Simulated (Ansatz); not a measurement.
BH₄BrO₃, closed shell: at a first-order saddle point.

The input file, in.yaml:

```yaml
crystal:
  periodic: [false, false, false]
  atoms:
    - {symbol: B, position_ang: [-0.294931, 0.247626, -0.047233]}
    - {symbol: Br, position_ang: [0.874487, -1.724321, -1.153973]}
    - {symbol: O, position_ang: [-0.226763, 1.190301, -1.013963]}
    - {symbol: O, position_ang: [-1.437471, -0.111104, 0.584103]}
    - {symbol: H, position_ang: [1.329228, -0.674780, 0.419947]}
    - {symbol: O, position_ang: [0.877475, 0.120072, 0.938185]}
    - {symbol: H, position_ang: [0.560261, 1.133176, -1.561741]}
    - {symbol: H, position_ang: [-2.223072, 0.039083, 0.053204]}
    - {symbol: H, position_ang: [0.540787, -0.220052, 1.781372]}
basis:
  gaussian: {orbitals: def2-TZVPP}
hamiltonian: {xc: {name: BLYP}, dispersion: d4}
```

Command:

```bash
ansatz run in.yaml --threads 8 --pin off --events-out ev --progress --plain --max-ram 19148MiB
```

Output of Ansatz 0.2.0:

```
Functional definition: BLYP
  name "BLYP"
  cite "Becke, Phys. Rev. A 38, 3098 (1988) doi:10.1103/PhysRevA.38.3098"
  cite "Lee, Yang & Parr, Phys. Rev. B 37, 785 (1988) doi:10.1103/PhysRevB.37.785"
  parameter beta = 0.0042
  parameter a = 0.04918
  parameter b = 0.132
  parameter c = 0.2533
  parameter d = 0.349
  exchange = b88_x(beta = beta)
  correlation = lyp_c(a = a, b = b, c = c, d = d)
1234 factors; their error is unknown
mean field evaluation 1: about -76920.8876 eV, gradient 9.7e1 eV
mean field evaluation 2: about -76872.5293 eV, gradient 1.9e2 eV
mean field evaluation 4: about -76934.6786 eV, gradient 1.3e1 eV
mean field evaluation 8: about -76935.0596 eV, gradient 3.0e-1 eV
mean field evaluation 16: about -76935.0302 eV, gradient 3.6e-4 eV
mean field -76935.03017855 eV, -2827.3102106252 hartree, gradient 2.1e-5 eV, S^2 0.000000; 0 other end points of the search recorded, 0 dependent functions left out
reference -76935.03050087 eV, -2827.3102224704 hartree; 34, 34 occupied and 194, 194 virtual orbitals, 1234 factors
Total energy: -76935.43031697 eV, -2827.3249154408 hartree
```

The lines “mean field evaluation” count trial sets of orbitals through the whole run, from several starts and some on an approximate energy, so they need not fall steadily or lie above the final value.

The run took about 1.1 s on 8 CPU threads of an Arm Neoverse V2 (shared host).
